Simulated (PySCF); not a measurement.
Br3Sb, SMILES [Br][Sb+]([Br])[Br], charge +1, multiplicity 2. Atoms are numbered in the order given.

```xyz
4

Sb     0.0000     0.0000    -0.6126
Br     2.0021    -1.1559     0.2975
Br     0.0000     2.3119     0.2975
Br    -2.0021    -1.1559     0.2975
```
Charge +1, spin multiplicity 2.

Geometry: B3LYP-D3(BJ)/def2-SVP. The def2 effective core potentials stand for the cores of Sb; spin–orbit coupling is left out.

Method: B3LYP-D3(BJ)/def2-SVP (PySCF).

Frequencies are harmonic and unscaled.

Modes within 1.5 cm⁻¹ of each other (mostly degenerate sets) share a row, with their intensities summed.

Computed normal modes with their intensities:
```
mode  ν (cm⁻¹)  IR (km/mol)  moving atoms (share of kinetic energy)
----  --------  -----------  --------------------------------------
1–2         69          1.4                        Br 88 %, Sb 12 %
3           83          1.1                        Br 55 %, Sb 45 %
4          227          1.9                        Br 79 %, Sb 21 %
5–6        259         27.5                        Br 52 %, Sb 48 %
```
